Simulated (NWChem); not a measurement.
System meant: C₂H₄Cl₂; SMILES CC(Cl)Cl

Input file for NWChem:

```
start job
memory heap 200 mb stack 900 mb global 1100 mb
geometry units angstroms noautoz
  C     -1.725529    -0.167642     0.000000
  C     -0.340902     0.426260     0.000000
  Cl     0.553959    -0.054609    -1.466991
  Cl     0.553959    -0.054609     1.466991
  H     -1.667205    -1.264990     0.000000
  H     -2.271937     0.161108    -0.896002
  H     -2.271937     0.161108     0.896002
  H     -0.355257     1.522880     0.000000
end
basis spherical
  * library def2-svp
end
dft
  odft
  mult 2
  xc b3lyp
  iterations 150
  mulliken
end
task dft energy
```

End of the output:

```
 Summary of "ao basis" -> "" (spherical)
 ------------------------------------------------------------------------------
       Tag                 Description            Shells   Functions and Types
 ---------------- ------------------------------  ------  ---------------------
 *                          def2-svp                  on all atoms

                                 NWChem DFT Module
                                 -----------------

 Summary of "ao basis" -> "ao basis" (spherical)
 ------------------------------------------------------------------------------
       Tag                 Description            Shells   Functions and Types
 ---------------- ------------------------------  ------  ---------------------
 C                          def2-svp                 6       14   3s2p1d
 Cl                         def2-svp                 8       18   4s3p1d
 H                          def2-svp                 3        5   2s1p

 Summary of "ao basis" -> "ao basis" (spherical)
 ------------------------------------------------------------------------------
       Tag                 Description            Shells   Functions and Types
 ---------------- ------------------------------  ------  ---------------------
 C                          def2-svp                 6       14   3s2p1d
 Cl                         def2-svp                 8       18   4s3p1d
 H                          def2-svp                 3        5   2s1p

      Symmetry analysis of basis
      --------------------------

        a'         51
        a"         33

  number of electrons :                   50
  multiplicity        :                    2
 ------------------------------------------------------------------------
  no. of electrons and multiplicity not compatible                  50
 ------------------------------------------------------------------------
 ------------------------------------------------------------------------
  current input line :
    23: task dft energy
 ------------------------------------------------------------------------
 ------------------------------------------------------------------------
 There is an error in the input file
 ------------------------------------------------------------------------
 For more information see the NWChem manual at https://nwchemgit.github.io

0: no. of electrons and multiplicity not compatible:Received an Error in Communication
```

### Question
Can this run be used? If not, why, and what is the fix?

### Answer
The program refused the input. Cause: the multiplicity doesn't fit the number of electrons (an even count wants an odd multiplicity, and the reverse). This input runs:
```
start job
memory heap 200 mb stack 900 mb global 1100 mb
geometry units angstroms noautoz
  C     -1.725529    -0.167642     0.000000
  C     -0.340902     0.426260     0.000000
  Cl     0.553959    -0.054609    -1.466991
  Cl     0.553959    -0.054609     1.466991
  H     -1.667205    -1.264990     0.000000
  H     -2.271937     0.161108    -0.896002
  H     -2.271937     0.161108     0.896002
  H     -0.355257     1.522880     0.000000
end
basis spherical
  C library def2-svp
  Cl library def2-svp
  H library def2-svp
end
dft
  xc b3lyp
  iterations 150
  mulliken
end
task dft energy
```
It converges to -998.69861 Ha (B3LYP/def2-SVP).
